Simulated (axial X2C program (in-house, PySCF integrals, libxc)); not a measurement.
## GeBr⁺: cheaper levels and CCSD(T), two-component

Calculated with an in-house relativistic program for diatomic molecules. Two-component (2c) means X2C with spin–orbit coupling and atomic mean-field two-electron Coulomb and Gaunt terms. Basis: Br dyall-cv3z [8s9p6d4f1g], Ge dyall-cv3z [9s9p7d4f1g] (cores contracted in-house); Gaussian nuclei, density fitting, unrestricted open shells. Masses: Br 78.918 u, Ge 73.921 u.

State: Ω = 0 (closed shell); fragments Br + Ge+.

| level | Re (Å) | ωe (cm⁻¹) | De (eV) |
| --- | --- | --- | --- |
| PBE0 | 2.200 | 368.0 | n/a |
| HF | 2.196 | 377.3 | n/a |
| MP2 | 2.203 | 375.5 | 3.94 |
| CCSD | 2.205 | 372.2 | 3.65 |
| BLYP | 2.246 | 336.8 | n/a |

Correlated methods: 10 electrons correlated (number of frozen shells: Br 3 s, 2 p, 1 d; Ge 3 s, 2 p, 1 d), 250 virtual spin orbitals or spinors in MP2, 90 natural virtuals in coupled cluster.

CCSD(T), same Hamiltonian and basis:

Re = 2.212 Å, ωe = 366.1 cm⁻¹, De = 3.84 eV; T1 = 0.021 (Lee–Taylor normalisation).

Problem. Give the differences from CCSD(T) in the columns below.

Solution. 

```tsv
level	ΔRe (Å)	Δωe (cm⁻¹)	ΔDe (eV)
PBE0	-0.012	2	n/a
HF	-0.016	11	n/a
MP2	-0.009	9	0.10
CCSD	-0.007	6	-0.19
BLYP	0.034	-29	n/a
```

The state is a single determinant with fixed occupations, the lowest that a limited PBE0 search found. The closed shell is kept restricted, so the energy runs too high when the bond is stretched far. Dissociation energies refer to the lowest single-determinant-based atoms at the same level and basis. De is not given where an atomic determinant may have missed its ground term or J level, or where the truncated virtual space spoils (T). Coupled cluster ran in a truncated set of natural virtual spinors; the MP2 energy of the rest was added. (T) has no such correction and the atoms are truncated less, which lowers De at CCSD(T) by a hundredth of an eV or more. Without a current term, density functionals place determinants with orbital angular momentum somewhat too high. With the outer-core shells frozen, correlated bond lengths of heavy atoms tend to come out a few hundredths of an ångström too long.
